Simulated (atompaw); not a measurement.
**Varying the PAW (atompaw) potential for promethium**

Base potential:

promethium (Pm), PAW, made with atompaw 4.2.0.5 (PBEsol, scalar-relativistic). Core [Kr] 4d10, reference 4f4 5s2 5p6 5d1 6s2 6p0. Waves: 5s (bound): rc 1.95 bohr; 6s (bound): rc 2.55 bohr; 5p (bound): rc 1.75 bohr; 6p (bound, empty): rc 2.60 bohr; 5d (bound): rc 3.00 bohr; 5d channel at 5.05 Ry: rc 3.00 bohr; 4f (bound): rc 1.00 bohr; 4f channel at 0.55 Ry: rc 1.00 bohr. Local part: ultrasoft scheme with l = 4 at 0 Ry, radius 2.70 bohr. Core correction: smooth core density matched at 1.70 bohr. Augmentation charge: gaussian compensation charge, radius 2.40 bohr; PAW radius 3.00 bohr; waves and projectors: custom polynom2 7 10 vanderbiltortho.

All-electron outer shells of the reference configuration (PBEsol, scalar-relativistic, ld1.x):

```json
{"shell": "4p", "level (eV)": "-243.26", "outermost node (bohr)": "0.31", "outermost maximum (bohr)": "0.58"}
{"shell": "4d", "level (eV)": "-129.20", "outermost node (bohr)": "0.29", "outermost maximum (bohr)": "0.60"}
{"shell": "5s", "level (eV)": "-45.24", "outermost node (bohr)": "0.70", "outermost maximum (bohr)": "1.27"}
{"shell": "5p", "level (eV)": "-25.35", "outermost node (bohr)": "0.75", "outermost maximum (bohr)": "1.44"}
{"shell": "4f", "level (eV)": "-7.52", "outermost node (bohr)": "–", "outermost maximum (bohr)": "0.62"}
{"shell": "6s", "level (eV)": "-3.96", "outermost node (bohr)": "1.70", "outermost maximum (bohr)": "3.54"}
{"shell": "5d", "level (eV)": "-2.86", "outermost node (bohr)": "0.85", "outermost maximum (bohr)": "2.04"}
{"shell": "6p", "level (eV)": "-1.32", "outermost node (bohr)": "2.03", "outermost maximum (bohr)": "4.72"}
```

Cutoffs, loose and tight: the cutoffs (Ry, on a coarse ladder) from which the occupation-weighted sum of valence levels, in a spherical-Bessel basis at the reference potential, stays within 10 and 1 mRy of its value at 400 Ry. They see the waves, projectors and local potential, not the compensation charge or the core. A dash means not determined.

Cutoffs are not given where the Bessel-basis levels miss the radial ones by over 6 mRy, ghosts where they miss by over 20 mRy; a channel whose overlap is not positive is not tested.

```tsv
change	outcome	bound ghosts
base	generated	not determined
all radii scaled by about 0.76 (s 1.48, p 1.32, d 2.28, f 0.76 bohr); local potential ultrasoft scheme with l = 4 at 0 Ry, radius 2.06 bohr; augmentation gaussian compensation charge, radius 1.82 bohr; PAW radius 2.28 bohr; waves and projectors: custom polynom2 7 10 vanderbiltortho; core correction smooth core density matched at 1.30 bohr	failed: atompaw: The overlap operator has at least one negative eigenvalue!	–
all radii scaled by about 0.81 (s 1.58, p 1.42, d 2.44, f 0.82 bohr); local potential ultrasoft scheme with l = 4 at 0 Ry, radius 2.20 bohr; augmentation gaussian compensation charge, radius 1.94 bohr; PAW radius 2.44 bohr; waves and projectors: custom polynom2 7 10 vanderbiltortho; core correction smooth core density matched at 1.38 bohr	failed: atompaw: The overlap operator has at least one negative eigenvalue!	–
all radii scaled by about 0.95 (s 1.84, p 1.66, d 2.84, f 0.94 bohr); local potential ultrasoft scheme with l = 4 at 0 Ry, radius 2.54 bohr; augmentation gaussian compensation charge, radius 2.26 bohr; PAW radius 2.84 bohr; waves and projectors: custom polynom2 7 10 vanderbiltortho; core correction smooth core density matched at 1.60 bohr	failed: atompaw: The overlap operator has at least one negative eigenvalue!	–
all radii scaled by about 1.08 (s 2.10, p 1.90, d 3.24, f 1.08 bohr); local potential ultrasoft scheme with l = 4 at 0 Ry, radius 2.92 bohr; augmentation gaussian compensation charge, radius 2.60 bohr; PAW radius 3.24 bohr; waves and projectors: custom polynom2 7 10 vanderbiltortho; core correction smooth core density matched at 1.84 bohr	generated	not determined
all radii scaled by about 1.17 (s 2.28, p 2.04, d 3.50, f 1.16 bohr); local potential ultrasoft scheme with l = 4 at 0 Ry, radius 3.14 bohr; augmentation gaussian compensation charge, radius 2.80 bohr; PAW radius 3.50 bohr; waves and projectors: custom polynom2 7 10 vanderbiltortho; core correction smooth core density matched at 1.98 bohr	generated	not determined
all radii scaled by about 1.21 (s 2.36, p 2.12, d 3.62, f 1.20 bohr); local potential ultrasoft scheme with l = 4 at 0 Ry, radius 3.26 bohr; augmentation gaussian compensation charge, radius 2.90 bohr; PAW radius 3.62 bohr; waves and projectors: custom polynom2 7 10 vanderbiltortho; core correction smooth core density matched at 2.06 bohr	generated	not determined
all radii scaled by about 1.28 (s 2.50, p 2.24, d 3.84, f 1.28 bohr); local potential ultrasoft scheme with l = 4 at 0 Ry, radius 3.46 bohr; augmentation gaussian compensation charge, radius 3.08 bohr; PAW radius 3.84 bohr; waves and projectors: custom polynom2 7 10 vanderbiltortho; core correction smooth core density matched at 2.18 bohr	generated	not determined
```

(1) What comes out with this change to the base: all radii scaled by about 0.87 (s 1.70, p 1.52, d 2.62, f 0.88 bohr); local potential ultrasoft scheme with l = 4 at 0 Ry, radius 2.36 bohr; augmentation gaussian compensation charge, radius 2.10 bohr; PAW radius 2.62 bohr; waves and projectors: custom polynom2 7 10 vanderbiltortho; core correction smooth core density matched at 1.48 bohr?

Answers

(1) outcome: generated, no UPF (negative core plus compensation charge); bound ghosts: not determined.

Reading the sweep of the scale of all radii (base = 1) (base included, trends over the rows without a ghost): The generation fails at 0.76, 0.81, 0.95.
